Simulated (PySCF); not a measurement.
An unknown shows these calculated signals:

$^{1}$H NMR (600 MHz, computed): δ 9.64 (m, 1H), 8.68 (m, 1H), 8.50 (m, 1H), 8.02 (d, 1H), 7.93 (m, 1H), 7.76 (m, 1H), 7.72 (m, 1H).

$^{13}$C{$^{1}$H} NMR (computed): δ 170.8 (CH), 152.7 (CH), 141.4 (CH), 139.6 (C), 136.8 (C), 136.5 (CH), 134.1 (CH), 132.6 (CH), 132.5 (CH).

Level of theory: σ from GIAO-PBE0/pcSseg-1, geometry from PBE0-D3(BJ)/def2-SVP, in PySCF 2.14.0 with density-fitted response routines (in vacuum, non-relativistic, one conformer).

Shifts are taken against calculated references (same method and geometry level): TMS for $^{1}$H (σref 31.27), $^{13}$C (σref 184.41).

Question: Which of these does the molecule contain: an amide, a Si–H bond, a benzene ring, an OH group?

Answer: 
- An amide: no.
- A Si–H bond: no.
- A benzene ring: yes.
- An OH group: no.

The data belong to isophosphinoline (P1=CC2=CC=CC=C2C=C1, C9H7P); they needn't prove each group on their own.

Carbon signals by region: 1 in the far downfield region (above 160 ppm), 8 in the sp2 and nitrile region (100–160 ppm). Above 160 ppm: 170.8, aromatic CH.

Splittings by $^{31}$P in the carbon and heteronuclear signals aren't shown, as no couplings were computed. Shifts are as computed. Against solution values, carbons near 30 ppm lie about +2 ppm off and those near 130 ppm about +5 ppm. Of 1313 compounds with measured shifts, 239 miss one by over three times the rms of a fit or turn the order of signals round; such compounds aren't used in these exercises. No couplings were computed; multiplicities are counted from neighbouring protons, with m where these are inequivalent, close in shift, in a saturated or five-membered ring or joined by F or P, and br s for small geminal =CH2 splittings.
